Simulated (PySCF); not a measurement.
# Interval between two levels of Cr²⁺ by level of theory

Cr²⁺ [Ar] 3d4 [5D4, M_J = 4] → Cr²⁺ [Ar] 3d3 4s1 [5F5, M_J = 5], as a difference of total energies. All numbers are calculated (PySCF 2.14, the two-component X2C-1e Hamiltonian, in x2c-SVPall-2c with one added diffuse shell each of s, d type (6s5p4d1f, 48 functions)). Correlated levels: [Ne] frozen; the 6 highest virtual spinors dropped. "Screened" scales the spin-orbit matrix elements by Boettger's factors to mimic the two-electron term; Breit and QED terms are absent.

```json
{"method": "GHF (spin-free)", "interval between two levels (cm⁻¹)": "52181"}
{"method": "GMP2 (spin-free)", "interval between two levels (cm⁻¹)": "53115"}
{"method": "GHF (screened spin-orbit)", "interval between two levels (cm⁻¹)": "52337"}
{"method": "GMP2 (screened spin-orbit)", "interval between two levels (cm⁻¹)": "53276"}
```

The labels give the starting determinants; with spin-orbit coupling the two ends relaxed to ⟨J²⟩ = 20.00, ⟨L²⟩ = 6.01, ⟨S²⟩ = 6.00 and ⟨J²⟩ = 30.00, ⟨L²⟩ = 12.01, ⟨S²⟩ = 6.00.
